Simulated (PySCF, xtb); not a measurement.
Cl2H3NOSi, SMILES N[Si](O)(Cl)Cl.

GFN2-xTB (xtb 6.7.1) at its own geometry gives an orbital gap of 7.14 eV and a dipole moment of 2.00 D.

Geometry optimised at PBE-D3(BJ)/def2-SVP. The structure was generated by enumeration, and PubChem lists no compound with its InChIKey, so it may never have been made. One conformer was computed; it need not be the lowest.

Problem. What does r2SCAN/def2-TZVP (PySCF) give? (An estimate is asked for; the answer gives what the named calculation found.)

Solution. gap 6.90 eV (levels -7.08 and -0.18 eV), dipole 1.54 D.
